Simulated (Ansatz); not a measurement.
Ansatz (an electronic-structure program) input (B3LYP-D3(BJ)/def2-TZVP):

Ansatz 0.2 input:
```yaml
crystal:
  periodic: [false, false, false]
  atoms:
    - {symbol: Fe, position_ang: [0.00000000, 0.00000000, 0.00000000]}
    - {symbol: F, position_ang: [0.00000000, 0.00000000, 1.75867344]}
    - {symbol: F, position_ang: [-0.00000000, -0.00000000, -1.75867344]}
basis:
  gaussian:
    orbitals: def2-TZVP
hamiltonian:
  xc: b3lyp
  dispersion: d3bj
magnetization: {spin_polarized: true, initial_magnetization: 4}
phonons: {temperatures: {t_min: 298.15, t_max: 298.15, t_step: 100}}
```

Output:

```
Functional definition: B3LYP
integrals: 0.03 GiB planned
825 factors; their error is unknown
mean field: 0.44 GiB planned
mean field evaluation 1: about -39823.1595 eV, gradient 3.8e1 eV
mean field evaluation 2: about -39817.3161 eV, gradient 6.3e1 eV
mean field evaluation 4: about -39826.9265 eV, gradient 5.8e0 eV
mean field evaluation 8: about -39827.0098 eV, gradient 3.1e-2 eV
mean field evaluation 16: about -39827.1311 eV, gradient 1.1e-3 eV
mean field -39827.13107053 eV, -1463.6200710429 hartree, gradient 2.1e-5 eV, S^2 6.008916; 2 other end points of the search recorded, 0 dependent functions left out
the calculation of the forces begins
reference -39827.13125963 eV, -1463.6200779924 hartree; 24, 20 occupied and 83, 87 virtual orbitals, 825 factors
these checks for a lower state are left out or cut short: stability, starts, cluster_reference, orbital_swaps, neighbouring_geometries, increment
integrals: 0.03 GiB planned
825 factors; their error is unknown
mean field: 0.44 GiB planned
mean field evaluation 32: about -39827.1311 eV, gradient 1.2e-4 eV
mean field -39827.13106518 eV, -1463.6200708463 hartree, gradient 1.5e-6 eV, S^2 6.008916; 0 other end points of the search recorded, 0 dependent functions left out
the calculation of the forces begins
reference -39827.13125428 eV, -1463.6200777958 hartree; 24, 20 occupied and 83, 87 virtual orbitals, 825 factors
these checks for a lower state are left out or cut short: stability, starts, cluster_reference, orbital_swaps, neighbouring_geometries, increment
integrals: 0.03 GiB planned
825 factors; their error is unknown
mean field: 0.44 GiB planned
mean field -39827.13106518 eV, -1463.6200708463 hartree, gradient 1.5e-6 eV, S^2 6.008916; 0 other end points of the search recorded, 0 dependent functions left out
the calculation of the forces begins
reference -39827.13125428 eV, -1463.6200777958 hartree; 24, 20 occupied and 83, 87 virtual orbitals, 825 factors
these checks for a lower state are left out or cut short: stability, starts, cluster_reference, orbital_swaps, neighbouring_geometries, increment
integrals: 0.03 GiB planned
825 factors; their error is unknown
mean field: 0.44 GiB planned
mean field -39827.13106518 eV, -1463.6200708463 hartree, gradient 1.5e-6 eV, S^2 6.008916; 0 other end points of the search recorded, 0 dependent functions left out
the calculation of the forces begins
reference -39827.13125428 eV, -1463.6200777958 hartree; 24, 20 occupied and 83, 87 virtual orbitals, 825 factors
these checks for a lower state are left out or cut short: stability, starts, cluster_reference, orbital_swaps, neighbouring_geometries, increment
integrals: 0.03 GiB planned
825 factors; their error is unknown
mean field: 0.44 GiB planned
mean field -39827.13106518 eV, -1463.6200708463 hartree, gradient 1.5e-6 eV, S^2 6.008916; 0 other end points of the search recorded, 0 dependent functions left out
the calculation of the forces begins
reference -39827.13125428 eV, -1463.6200777958 hartree; 24, 20 occupied and 83, 87 virtual orbitals, 825 factors
these checks for a lower state are left out or cut short: stability, starts, cluster_reference, orbital_swaps, neighbouring_geometries, increment
integrals: 0.03 GiB planned
825 factors; their error is unknown
mean field: 0.44 GiB planned
mean field evaluation 64: about -39827.1309 eV, gradient 2.0e-6 eV
mean field -39827.13092407 eV, -1463.6200656607 hartree, gradient 2.0e-6 eV, S^2 6.008916; 0 other end points of the search recorded, 0 dependent functions left out
the calculation of the forces begins
reference -39827.13111318 eV, -1463.6200726102 hartree; 24, 20 occupied and 83, 87 virtual orbitals, 825 factors
these checks for a lower state are left out or cut short: stability, starts, cluster_reference, orbital_swaps, neighbouring_geometries, increment
integrals: 0.03 GiB planned
825 factors; their error is unknown
mean field: 0.44 GiB planned
mean field -39827.13092407 eV, -1463.6200656607 hartree, gradient 2.0e-6 eV, S^2 6.008916; 0 other end points of the search recorded, 0 dependent functions left out
the calculation of the forces begins
reference -39827.13111318 eV, -1463.6200726102 hartree; 24, 20 occupied and 83, 87 virtual orbitals, 825 factors
these checks for a lower state are left out or cut short: stability, starts, cluster_reference, orbital_swaps, neighbouring_geometries, increment
integrals: 0.03 GiB planned
825 factors; their error is unknown
mean field: 0.44 GiB planned
mean field -39827.13106919 eV, -1463.6200709939 hartree, gradient 1.6e-6 eV, S^2 6.008916; 0 other end points of the search recorded, 0 dependent functions left out
the calculation of the forces begins
reference -39827.13125830 eV, -1463.6200779434 hartree; 24, 20 occupied and 83, 87 virtual orbitals, 825 factors
these checks for a lower state are left out or cut short: stability, starts, cluster_reference, orbital_swaps, neighbouring_geometries, increment
integrals: 0.03 GiB planned
825 factors; their error is unknown
mean field: 0.44 GiB planned
mean field -39827.13106919 eV, -1463.6200709939 hartree, gradient 1.6e-6 eV, S^2 6.008916; 0 other end points of the search recorded, 0 dependent functions left out
the calculation of the forces begins
reference -39827.13125830 eV, -1463.6200779434 hartree; 24, 20 occupied and 83, 87 virtual orbitals, 825 factors
these checks for a lower state are left out or cut short: stability, starts, cluster_reference, orbital_swaps, neighbouring_geometries, increment
integrals: 0.03 GiB planned
825 factors; their error is unknown
mean field: 0.44 GiB planned
mean field -39827.13106919 eV, -1463.6200709939 hartree, gradient 1.6e-6 eV, S^2 6.008916; 0 other end points of the search recorded, 0 dependent functions left out
the calculation of the forces begins
reference -39827.13125830 eV, -1463.6200779434 hartree; 24, 20 occupied and 83, 87 virtual orbitals, 825 factors
these checks for a lower state are left out or cut short: stability, starts, cluster_reference, orbital_swaps, neighbouring_geometries, increment
integrals: 0.03 GiB planned
825 factors; their error is unknown
mean field: 0.44 GiB planned
mean field evaluation 96: about -39827.1311 eV, gradient 7.3e-5 eV
mean field -39827.13106919 eV, -1463.6200709939 hartree, gradient 1.6e-6 eV, S^2 6.008916; 0 other end points of the search recorded, 0 dependent functions left out
the calculation of the forces begins
reference -39827.13125830 eV, -1463.6200779434 hartree; 24, 20 occupied and 83, 87 virtual orbitals, 825 factors
these checks for a lower state are left out or cut short: stability, starts, cluster_reference, orbital_swaps, neighbouring_geometries, increment
integrals: 0.03 GiB planned
825 factors; their error is unknown
mean field: 0.44 GiB planned
mean field -39827.13100383 eV, -1463.6200685918 hartree, gradient 2.8e-6 eV, S^2 6.008921; 0 other end points of the search recorded, 0 dependent functions left out
the calculation of the forces begins
reference -39827.13119291 eV, -1463.6200755405 hartree; 24, 20 occupied and 83, 87 virtual orbitals, 825 factors
these checks for a lower state are left out or cut short: stability, starts, cluster_reference, orbital_swaps, neighbouring_geometries, increment
integrals: 0.03 GiB planned
825 factors; their error is unknown
mean field: 0.44 GiB planned
mean field -39827.13098463 eV, -1463.6200678861 hartree, gradient 1.8e-6 eV, S^2 6.008912; 0 other end points of the search recorded, 0 dependent functions left out
the calculation of the forces begins
reference -39827.13117376 eV, -1463.6200748365 hartree; 24, 20 occupied and 83, 87 virtual orbitals, 825 factors
Total energy: -39827.17573387 eV, -1463.6217123903 hartree
Atom 0 at     0.000000     0.000000     0.000000 Å, force    -0.000000    -0.000000     0.000000 eV/Å
Atom 1 at     0.000000     0.000000     1.758673 Å, force     0.000000     0.000000    -0.000016 eV/Å
Atom 2 at    -0.000000    -0.000000    -1.758673 Å, force     0.000000     0.000000     0.000016 eV/Å
Dipole moment:     0.000000    -0.000000     0.000000 e Å
Vibrations: 143.52 143.52 602.76 750.84 cm⁻¹, zero-point energy 0.101707 eV
```

The spin state was set by rule; other spins were not relaxed.
